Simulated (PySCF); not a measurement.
Computed shifts of a molecule C₃H₆GeO, PBE0/pcSseg-1 (PySCF), GIAO, gas phase, atoms alike by connectivity averaged where their shifts nearly agree, in ppm (number of nuclei): ¹³C: 82.7 (1), 75.9 (1), 7.1 (1). ¹H: 5.54 (2), 2.39 (2), 2.00 (1), 0.08 (1). References: ¹³C against TMS (σ = 186.3 ppm); ⁷³Ge against GeH4 (σ = 1658.3 ppm); ¹⁷O against H2O (σ = 334.2 ppm); ¹H against TMS (σ = 31.56 ppm), references at their B3LYP-D3(BJ)/def2-TZVP geometries, non-relativistic. Coordinates come from a B3LYP-D3(BJ)/def2-SVP optimisation. Other conformers were not sampled.

Task: Pick the molecule that these values belong to.
A) C#C[CH2][GeH2][OH]
B) [CH3][Ge@H]1[CH]=C[O]1
C) C1=[CH][GeH2][CH2]O1
D) C1=[CH][GeH2][O]C1

Result: A, C#C[CH2][GeH2][OH]
